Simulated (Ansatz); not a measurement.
Total energies of C$_{3}$H$_{9}$F$_{2}$NbO$_{3}$, SMILES `C[O][Nb]([F])([F])([O]C)[O]C`.

```xyz
18

C    -0.917   -1.060    2.386
O    -0.363   -0.612    1.191
Nb   -0.510    0.535   -0.289
F    -2.198    0.987    0.436
F    -0.915    1.890   -1.559
O    -0.363   -0.809   -1.566
C    -0.129   -2.189   -1.647
O     1.107    1.410    0.051
C     1.784    2.541   -0.434
H    -1.042   -2.147    2.361
H    -0.258   -0.804    3.222
H    -1.894   -0.591    2.543
H     0.785   -2.371   -2.218
H    -0.020   -2.620   -0.646
H    -0.967   -2.670   -2.157
H     1.998    3.219    0.396
H     2.728    2.229   -0.889
H     1.176    3.062   -1.180
```

The species carries charge 0 and has multiplicity 1. Correlated methods include outer-core shells of Nb, which these sets cover unevenly. Nb takes the def2 core potential. All single points use the PBE0-D4/def2-TZVP geometry. It is one conformer, not always the lowest. Basis def2-TZVPP, Ansatz 0.2.0.

RPA on PBE orbitals: Hartree–Fock energy of these orbitals -598.99735 Eh, correlation -3.39389 Eh (frozen core).

```json
{"functional": "r2SCAN", "energy without D4 (Eh)": "-602.35449", "D4 term (kJ/mol)": "-10.3"}
{"functional": "B2PLYP", "energy without D4 (Eh)": "-602.13171", "D4 term (kJ/mol)": "–"}
```

(1) Give the same for LDA (SPW92), PBE, revPBE, BLYP, B97M-V, PBE0, B3LYP, r2SCANh, r2SCAN0, HSE06 (plane-wave form), BHLYP, CAM-B3LYP, LC-ωPBE, ωB97X-V, ωB97M-V, PBE-QIDH. (Estimate.)

B3LYP takes the VWN-RPA correlation (the form of Gaussian; ORCA's B3LYP/G). HSE06 is the plane-wave form, built on full-range PBE exchange. The double hybrids freeze the cores in their second-order part.

## Answers

(1) Ansatz gave: 
| functional | energy without D4 (Eh) | D4 term (kJ/mol) |
| --- | --- | --- |
| LDA (SPW92) | -598.48520 | – |
| PBE | -602.01591 | -36.6 |
| revPBE | -602.44502 | -108.2 |
| BLYP | -602.45164 | -77.8 |
| B97M-V | -602.45152 | – |
| PBE0 | -601.97661 | -31.5 |
| B3LYP | -602.60503 | -57.7 |
| r2SCANh | -602.29684 | -10.9 |
| r2SCAN0 | -602.21396 | -11.9 |
| HSE06 (plane-wave form) | -601.95044 | -29.4 |
| BHLYP | -602.19055 | -44.0 |
| CAM-B3LYP | -602.35164 | -32.0 |
| LC-ωPBE | -602.26943 | – |
| ωB97X-V | -602.35441 | – |
| ωB97M-V | -602.29495 | – |
| PBE-QIDH | -601.84653 | – |

LC-ωPBE has ω = 0.4 bohr⁻¹.
